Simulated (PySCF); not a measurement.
C2H4BFO2, SMILES COB(F)C=O.

Geometry: ωB97X-D3(BJ)/def2-SVP. The structure was generated by enumeration, and PubChem lists no compound with its InChIKey, so it may never have been made. The values are those of a single conformer.

Computed with PySCF with B3LYP/def2-TZVP.

Gas-phase values at a fixed geometry.

```json
{
 "total_energy": "-353.99704 hartree",
 "point_group": "Cs",
 "highest_occupied_level": "-7.19 eV",
 "lowest_empty_level": "-2.58 eV",
 "orbital_gap": "4.61 eV",
 "dipole_moment": "0.92 D",
 "quadrupole, principal values (traceless, Buckingham form, about the centre of nuclear charge)": "-12.05, 4.40, 7.65 D·Å",
 "mean_static_polarisability": "43.3 bohr³ (6.42 Å³)",
 "polarisability_principal_values": "31.4, 43.9, 54.7 bohr³"
}
```
